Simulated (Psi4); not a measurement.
C3H9B3O3, charge -1, doublet, geometry from GFN2-xTB (a state made from the parent by changing its charge; the spin is typed, not shown lowest) (a gas-phase anion, which may not be bound at this level); MP2/def2-SV(P) (Psi4).

Psi4 was given this input:
```
memory 2 GB

molecule {
-1 2
C    -1.88263187   -2.25884204   -0.38435433
B    -0.90379848   -0.99872182   -0.09120778
O     0.47599836   -1.28150983   -0.06345170
B     1.33020729   -0.18054923    0.14340972
C     2.92066292   -0.49970419    0.12009244
O     0.88834620    1.03540238    0.38276883
B    -0.55303012    1.36862306    0.49315428
C    -0.95757719    2.71596764   -0.35332957
O    -1.39561160    0.19893558    0.14290532
H    -1.64898138   -2.72119801   -1.34237772
H    -2.92745075   -1.95594686   -0.40064314
H    -1.76618271   -3.02849623    0.37815295
H     3.21769911   -0.93884606   -0.83127412
H     3.18616817   -1.21476873    0.89825374
H     3.50985185    0.40162291    0.27540875
H    -2.00870109    2.97697420   -0.21890442
H    -0.36453224    3.57912747   -0.04623218
H    -0.79735130    2.58761777   -1.43139583
}

set {
  basis def2-sv(p)
  reference uhf
  freeze_core true
}

energy('mp2')
print_variables()
```

What the program printed (banner, timings and long lists left out):

```
    SCF Algorithm Type (re)set to DF.

   => Loading Basis Set <=

    Name: DEF2-SV(P)
    Role: ORBITAL
    Keyword: BASIS

         ---------------------------------------------------------
                                   SCF
               by Justin Turney, Rob Parrish, Andy Simmonett
                          and Daniel G. A. Smith
                              UHF Reference
         ---------------------------------------------------------

  ==> Geometry <==

    Molecular point group: c1
    Full point group: C1

    Geometry (in Angstrom), charge = -1, multiplicity = 2:

       Center              X                  Y                   Z               Mass
    ------------   -----------------  -----------------  -----------------  -----------------
         C           -1.878467740911    -2.262829974314    -0.410097798498    12.000000000000
         B           -0.899634350911    -1.002709754314    -0.116951248498    11.009305360000
         O            0.480162489089    -1.285497764314    -0.089195168498    15.994914619570
         B            1.334371419089    -0.184537164314     0.117666251502    11.009305360000
         C            2.924827049089    -0.503692124314     0.094348971502    12.000000000000
         O            0.892510329089     1.031414445686     0.357025361502    15.994914619570
         B           -0.548865990911     1.364635125686     0.467410811502    11.009305360000
         C           -0.953413060911     2.711979705686    -0.379073038498    12.000000000000
         O           -1.391447470911     0.194947645686     0.117161851502    15.994914619570
         H           -1.644817250911    -2.725185944314    -1.368121188498     1.007825032230
         H           -2.923286620911    -1.959934794314    -0.426386608498     1.007825032230
         H           -1.762018580911    -3.032484164314     0.352409481502     1.007825032230
         H            3.221863239089    -0.942833994314    -0.857017588498     1.007825032230
         H            3.190332299089    -1.218756664314     0.872510271502     1.007825032230
         H            3.514015979089     0.397634975686     0.249665281502     1.007825032230
         H           -2.004536960911     2.972986265686    -0.244647888498     1.007825032230
         H           -0.360368110911     3.575139535686    -0.071975648498     1.007825032230
         H           -0.793187170911     2.583629835686    -1.457139298498     1.007825032230

  Running in c1 symmetry.

  Rotational constants: A =      0.05775  B =      0.05559  C =      0.02954 [cm^-1]
  Rotational constants: A =   1731.43678  B =   1666.68492  C =    885.44440 [MHz]
  Nuclear repulsion =  409.925274197889451

  Charge       = -1
  Multiplicity = 2
  Electrons    = 67
  Nalpha       = 34
  Nbeta        = 33

  ==> Algorithm <==

  SCF Algorithm Type is DF.
  DIIS enabled.
  MOM disabled.
  Fractional occupation disabled.
  Guess Type is SAD.
  Energy threshold   = 1.00e-08
  Density threshold  = 1.00e-08
  Integral threshold = 1.00e-12

  ==> Primary Basis <==

  Basis Set: DEF2-SV(P)
    Blend: DEF2-SV(P)
    Number of shells: 72
    Number of basis functions: 144
    Number of Cartesian functions: 153
    Spherical Harmonics?: true
    Max angular momentum: 2

   => Loading Basis Set <=

    Name: (DEF2-SV(P) AUX)
    Role: JKFIT
    Keyword: DF_BASIS_SCF

  ==> Integral Setup <==

  SCF_SUBTYPE=INCORE selected. In-core MEM_DF algorithm will be used.
  Using in-core AOs.

  ==> MemDFJK: Density-Fitted J/K Matrices <==

    J tasked:                   Yes
    K tasked:                   Yes
    wK tasked:                   No
    Algorithm:                 Core
    Schwarz Cutoff:           1E-12
    Mask sparsity (%):       3.9352
    Fitting Condition:        1E-10

   => Auxiliary Basis Set <=

  Basis Set: (DEF2-SV(P) AUX)
    Blend: DEF2-UNIVERSAL-JKFIT
    Number of shells: 279
    Number of basis functions: 843
    Number of Cartesian functions: 993
    Spherical Harmonics?: true
    Max angular momentum: 4

  Minimum eigenvalue in the overlap matrix is 2.5889861119E-03.
  Reciprocal condition number of the overlap matrix is 4.4130079282E-04.
    Using symmetric orthogonalization.

  ==> Pre-Iterations <==

  SCF Guess: Superposition of Atomic Densities via on-the-fly atomic UHF (no occupation information).

   -------------------------
    Irrep   Nso     Nmo
   -------------------------
     A        144     144
   -------------------------
    Total     144     144
   -------------------------

  ==> Iterations <==

                           Total Energy        Delta E     RMS |[F,P]|

   @DF-UHF iter SAD:  -415.59634173810718   -4.15596e+02   0.00000e+00
   @DF-UHF iter   1:  -417.07339432594461   -1.47705e+00   5.75256e-03 ADIIS/DIIS
   @DF-UHF iter   2:  -417.36624216528344   -2.92848e-01   2.93006e-03 ADIIS/DIIS
   @DF-UHF iter   3:  -417.43733143711671   -7.10893e-02   4.64532e-04 ADIIS/DIIS
   @DF-UHF iter   4:  -417.44094548583985   -3.61405e-03   1.72822e-04 ADIIS/DIIS
   @DF-UHF iter   5:  -417.44144398866575   -4.98503e-04   3.61970e-05 DIIS
   @DF-UHF iter   6:  -417.44147657829546   -3.25896e-05   1.51678e-05 DIIS
   @DF-UHF iter   7:  -417.44148232584001   -5.74754e-06   6.51053e-06 DIIS
   @DF-UHF iter   8:  -417.44148369395754   -1.36812e-06   3.12165e-06 DIIS
   @DF-UHF iter   9:  -417.44148417224466   -4.78287e-07   1.38333e-06 DIIS
   @DF-UHF iter  10:  -417.44148426273557   -9.04909e-08   6.68789e-07 DIIS
   @DF-UHF iter  11:  -417.44148428536391   -2.26283e-08   2.55880e-07 DIIS
   @DF-UHF iter  12:  -417.44148428827157   -2.90765e-09   1.00555e-07 DIIS
   @DF-UHF iter  13:  -417.44148428866862   -3.97051e-10   3.77763e-08 DIIS
   @DF-UHF iter  14:  -417.44148428872688   -5.82645e-11   1.31060e-08 DIIS
   @DF-UHF iter  15:  -417.44148428873473   -7.84439e-12   5.34067e-09 DIIS
  Energy and wave function converged.

  ==> Post-Iterations <==

   @Spin Contamination Metric:   3.234624369E-03
   @S^2 Expected:                7.500000000E-01
   @S^2 Observed:                7.532346244E-01
   @S   Expected:                5.000000000E-01
   @S   Observed:                5.000000000E-01

    Orbital Energies [Eh]
    ---------------------

    Alpha Occupied:

[...]
      34A     -0.039379

    Alpha Virtual:

[...]
    Beta Occupied:

[...]
    Beta Virtual:

[...]
    Final Occupation by Irrep:
              A
    DOCC [    33 ]
    SOCC [     1 ]
    NA   [    34 ]
    NB   [    33 ]

  @DF-UHF Final Energy:  -417.44148428873473

   => Energetics <=

    Nuclear Repulsion Energy =            409.9252741978894505
    One-Electron Energy =               -1395.7971407169359281
    Two-Electron Energy =                 568.4303822303118068
    Total Energy =                       -417.4414842887347277

  UHF NO Occupations:
  HONO-2 :   32  A 1.9998178
  HONO-1 :   33  A 1.9989287
  HONO-0 :   34  A 1.0000000
  LUNO+0 :   35  A 0.0010713
  LUNO+1 :   36  A 0.0001822
  LUNO+2 :   37  A 0.0001198
  LUNO+3 :   38  A 0.0000908

Computation Completed

Properties will be evaluated at   0.000000,   0.000000,   0.000000 [a0]

Properties computed using the SCF density matrix

 Multipole Moments:

 ------------------------------------------------------------------------------------
     Multipole            Electronic (a.u.)      Nuclear  (a.u.)        Total (a.u.)
 ------------------------------------------------------------------------------------

 L = 1.  Multiply by 2.5417464519 to convert [e a0] to [Debye]
 Dipole X            :          0.0275499            0.5193581            0.5469080
 Dipole Y            :         -0.8315517           -0.4973828           -1.3289345
 Dipole Z            :          2.6375102           -3.2107750           -0.5732648
 Magnitude           :                                                    1.5471935

 ------------------------------------------------------------------------------------

  //>>>>>>>>>>>>>>>>>>>>>>>>>>>>>>>>>>>//
  //               DFMP2               //
  //<<<<<<<<<<<<<<<<<<<<<<<<<<<<<<<<<<<//

   => Loading Basis Set <=

    Name: (DEF2-SV(P) AUX)
    Role: RIFIT
    Keyword: DF_BASIS_MP2

	 --------------------------------------------------------
	                          DF-MP2
	      2nd-Order Density-Fitted Moller-Plesset Theory

	        Rob Parrish, Justin Turney, Andy Simmonett,
	           Ed Hohenstein, and C. David Sherrill
	 --------------------------------------------------------

	 --------------------------------------------------------
	                 NBF =   144, NAUX =   558
	 --------------------------------------------------------
	   CLASS    FOCC     OCC    AOCC    AVIR     VIR    FVIR
	   ALPHA       9      34      25     110     110       0
	    BETA       9      33      24     111     111       0
	 --------------------------------------------------------

	-----------------------------------------------------------
	 ==================> DF-MP2 Energies <====================
	-----------------------------------------------------------
	 Reference Energy          =    -417.4414842887347277 [Eh]
	 Singles Energy            =      -0.0000000000000000 [Eh]
	 Same-Spin Energy          =      -0.2991799570532871 [Eh]
	 Opposite-Spin Energy      =      -0.8442062123395423 [Eh]
	 Correlation Energy        =      -1.1433861693928296 [Eh]
	 Total Energy              =    -418.5848704581275683 [Eh]
	-----------------------------------------------------------
	 ================> DF-SCS-MP2 Energies <==================
	-----------------------------------------------------------
	 SCS Same-Spin Scale       =       0.3333333333333333 [-]
	 SCS Opposite-Spin Scale   =       1.2000000000000000 [-]
	 SCS Same-Spin Energy      =      -0.0997266523510957 [Eh]
	 SCS Opposite-Spin Energy  =      -1.0130474548074506 [Eh]
	 SCS Correlation Energy    =      -1.1127741071585464 [Eh]
	 SCS Total Energy          =    -418.5542583958932710 [Eh]
	-----------------------------------------------------------

  Variable Map:
  ----------------------------------------------------------------------------
[...]
  Array Variable Map:
  ----------------------------------------------------------------------------
[...]
[...]
```
